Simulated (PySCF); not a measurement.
**Working with the constants of CsMg⁻**

RHF-CCSD(T) constants of CsMg⁻, ¹Σ⁺ (singlet), closed shell (basis Cs def2-SVPD with ECP46, Mg def2-SVPD; scalar-relativistic core potentials; PySCF 2.14; masses 132.9054 and 23.9850 u):

| Quantity | Value |
| --- | --- |
| ωe | 40.8 cm⁻¹ |
| ωexe | 0.692 cm⁻¹ |
| Be | 0.035904 cm⁻¹ |
| αe | 0.000651 cm⁻¹ |
| D (centrifugal) | 1.11e-07 cm⁻¹ |
| De to Cs⁻ + Mg | 0.143 eV |

Task: Give the band origin of the fundamental and the first lines of its P and R branches.

Result: ν0 = ωe − 2ωexe = 39.4 cm⁻¹, B0 = 0.035578, B1 = 0.034928 cm⁻¹.

| J″ | P(J″) − ν0 | R(J″) − ν0 |
| --- | --- | --- |
| 0 |  | 0.070 |
| 1 | -0.071 | 0.138 |
| 2 | -0.144 | 0.206 |
| 3 | -0.217 | 0.272 |
| 4 | -0.292 | 0.336 |
| 5 | -0.369 | 0.400 |
| 6 | -0.446 | 0.461 |

Task: Near which J would the R branch turn back, without centrifugal distortion?

Result: At J ≈ (B0 + B1)/(2(B0 − B1)) − 1 ≈ 53.

Correlated steps freeze 1 core orbital. The bond is weak. Basis-set superposition, not corrected here, can be much of De in a small basis, most of all at correlated wavefunction levels. Spin–orbit coupling is left out. For an ion De counts to the pair picked by the measured ionisation energies or electron affinities, which need not be the lowest pair at this level. The CCSD T1 diagnostic is raised, a sign that a single reference may not be enough here.
